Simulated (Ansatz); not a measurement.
Born–Oppenheimer molecular dynamics of CH₅Ga (7 atoms, charge 0, multiplicity 1). It goes on from the last frame of an earlier run, with new velocities.

Theory: RKS PBE0-D4/def2-SVP (Ansatz 0.2.0).

* ensemble: NVE (velocity Verlet)
* time step: 1 fs
* steps asked: 150
* starting velocities drawn for: 1000 K
* seed: 302509

Frames 2 fs apart, positions in Å, forces in eV/Å.

Velocities at 70.0 fs (Å/ps):

```
Ga 0.03 -0.12 -0.06
C 3.27 -0.76 -8.75
H 4.21 35.96 9.20
H -32.66 -10.33 17.67
H 4.29 -18.95 13.10
H -44.72 -0.97 27.28
H 27.53 11.37 41.19
```

```xyz
7
Properties=species:S:1:pos:R:3:forces:R:3 time_fs=70.0 energy_less_start_eV=0.138 T=793
Ga 0.013 -0.012 0.135 0.68 0.31 1.41
C -0.377 0.153 2.078 1.44 -2.23 1.39
H 0.438 0.269 2.875 -0.32 0.24 -1.40
H -1.108 0.880 2.321 -1.24 0.96 0.23
H -0.737 -0.860 2.463 -0.18 0.84 -0.64
H 1.314 -0.797 -0.193 0.04 -0.26 -0.35
H -0.844 0.848 -0.786 -0.42 0.15 -0.63
7
Properties=species:S:1:pos:R:3:forces:R:3 time_fs=72.0 energy_less_start_eV=0.286 T=573
Ga 0.013 -0.012 0.135 0.14 0.49 1.98
C -0.369 0.149 2.063 -0.59 -0.80 2.67
H 0.439 0.344 2.865 -0.50 -0.07 -1.51
H -1.189 0.870 2.357 0.53 -0.56 -0.50
H -0.730 -0.879 2.475 0.24 1.22 -0.79
H 1.231 -0.807 -0.147 1.07 -0.95 -0.66
H -0.799 0.877 -0.719 -0.89 0.67 -1.20
7
Properties=species:S:1:pos:R:3:forces:R:3 time_fs=74.0 energy_less_start_eV=0.279 T=582
Ga 0.013 -0.012 0.137 -0.31 0.84 1.73
C -0.362 0.142 2.057 -2.14 0.48 2.06
H 0.422 0.417 2.799 0.18 -0.09 -0.67
H -1.252 0.842 2.376 1.41 -1.01 -0.90
H -0.714 -0.854 2.459 0.26 0.40 -0.39
H 1.186 -0.853 -0.125 1.28 -1.14 -0.75
H -0.788 0.929 -0.697 -0.68 0.53 -1.08
7
Properties=species:S:1:pos:R:3:forces:R:3 time_fs=76.0 energy_less_start_eV=0.131 T=803
Ga 0.014 -0.011 0.139 -0.18 0.88 0.90
C -0.363 0.136 2.057 -2.34 1.31 0.18
H 0.413 0.487 2.709 1.10 0.14 0.39
H -1.264 0.777 2.361 0.98 -0.40 -0.78
H -0.688 -0.816 2.429 0.04 -1.29 0.42
H 1.188 -0.940 -0.132 0.44 -0.50 -0.59
H -0.801 1.000 -0.714 -0.04 -0.13 -0.53
7
Properties=species:S:1:pos:R:3:forces:R:3 time_fs=78.0 energy_less_start_eV=0.115 T=827
Ga 0.014 -0.010 0.142 0.12 0.58 0.08
C -0.370 0.134 2.057 -0.24 0.48 -0.66
H 0.443 0.562 2.630 0.67 -0.10 0.36
H -1.243 0.699 2.317 -0.83 1.02 -0.14
H -0.660 -0.824 2.413 0.27 -1.61 0.72
H 1.207 -1.047 -0.161 -0.48 0.34 -0.33
H -0.816 1.067 -0.752 0.49 -0.70 -0.03
7
Properties=species:S:1:pos:R:3:forces:R:3 time_fs=80.0 energy_less_start_eV=0.218 T=676
Ga 0.014 -0.009 0.145 0.29 0.22 -0.51
C -0.378 0.133 2.056 1.63 -1.25 -0.11
H 0.496 0.631 2.564 -0.62 -0.71 -0.09
H -1.251 0.659 2.268 -1.84 1.62 0.32
H -0.621 -0.887 2.424 0.75 0.20 0.23
H 1.208 -1.141 -0.202 -0.95 0.89 -0.12
H -0.813 1.107 -0.791 0.73 -0.97 0.27
7
Properties=species:S:1:pos:R:3:forces:R:3 time_fs=82.0 energy_less_start_eV=0.234 T=650
Ga 0.014 -0.007 0.147 0.33 -0.10 -0.86
C -0.382 0.129 2.055 0.26 -0.96 0.53
H 0.527 0.675 2.496 -1.21 -0.89 -0.06
H -1.321 0.675 2.229 0.22 0.24 0.12
H -0.554 -0.945 2.443 0.70 1.55 -0.14
H 1.174 -1.202 -0.249 -1.03 1.10 0.03
H -0.783 1.111 -0.821 0.73 -0.94 0.37
7
Properties=species:S:1:pos:R:3:forces:R:3 time_fs=84.0 energy_less_start_eV=0.176 T=741
Ga 0.015 -0.006 0.149 0.27 -0.41 -0.89
C -0.385 0.122 2.055 -1.24 -0.18 0.17
H 0.514 0.685 2.426 -0.76 -0.42 0.35
H -1.385 0.701 2.195 1.77 -0.85 0.10
H -0.462 -0.947 2.459 0.24 1.48 -0.09
H 1.102 -1.221 -0.294 -0.81 1.00 0.10
H -0.725 1.080 -0.837 0.53 -0.64 0.26
7
Properties=species:S:1:pos:R:3:forces:R:3 time_fs=86.0 energy_less_start_eV=0.041 T=942
Ga 0.015 -0.004 0.151 0.13 -0.66 -0.51
C -0.391 0.114 2.055 -1.66 0.56 -0.96
H 0.475 0.682 2.371 0.35 0.52 0.80
H -1.385 0.697 2.166 1.60 -0.97 0.31
H -0.360 -0.896 2.472 -0.24 0.04 0.41
H 0.999 -1.202 -0.336 -0.32 0.53 0.05
H -0.647 1.024 -0.843 0.14 -0.03 -0.10
7
Properties=species:S:1:pos:R:3:forces:R:3 time_fs=88.0 energy_less_start_eV=0.076 T=887
Ga 0.016 -0.004 0.153 -0.16 -0.66 0.25
C -0.403 0.108 2.053 0.27 0.53 -1.74
H 0.446 0.696 2.344 0.67 0.92 0.76
H -1.329 0.659 2.149 -0.45 0.00 0.65
H -0.267 -0.843 2.500 -0.44 -1.19 0.85
H 0.884 -1.165 -0.376 0.41 -0.34 -0.17
H -0.564 0.968 -0.853 -0.30 0.74 -0.61
7
Properties=species:S:1:pos:R:3:forces:R:3 time_fs=90.0 energy_less_start_eV=0.251 T=631
Ga 0.016 -0.003 0.154 -0.55 -0.31 0.70
C -0.413 0.104 2.045 3.63 -0.79 -1.03
H 0.440 0.744 2.345 -0.20 0.33 0.28
H -1.291 0.621 2.157 -2.65 1.13 0.96
H -0.191 -0.829 2.558 -0.72 -0.32 0.29
H 0.785 -1.140 -0.423 0.98 -1.16 -0.42
H -0.492 0.940 -0.886 -0.49 1.13 -0.78
7
Properties=species:S:1:pos:R:3:forces:R:3 time_fs=92.0 energy_less_start_eV=0.164 T=751
Ga 0.017 -0.003 0.156 -0.66 -0.11 0.03
C -0.412 0.097 2.034 2.55 0.06 0.63
H 0.427 0.804 2.358 -0.87 -0.32 -0.11
H -1.342 0.620 2.200 -0.64 -0.07 0.55
H -0.142 -0.828 2.627 -0.97 0.73 -0.53
H 0.722 -1.158 -0.485 0.89 -1.13 -0.31
H -0.438 0.953 -0.947 -0.29 0.84 -0.26
```

Of the whole run (150 fs, mean temperature of the second half 731 K): The conserved energy stayed within 2 meV per atom of its start (net change 1.7 meV per atom), so the integration is sound. A run of 0.15 ps of so small a system gives no equilibrium averages.

The run took 4.2 min on 1 thread of AMD EPYC 7B13 (Zen 3) (shared host), peak memory 0.15 GiB.
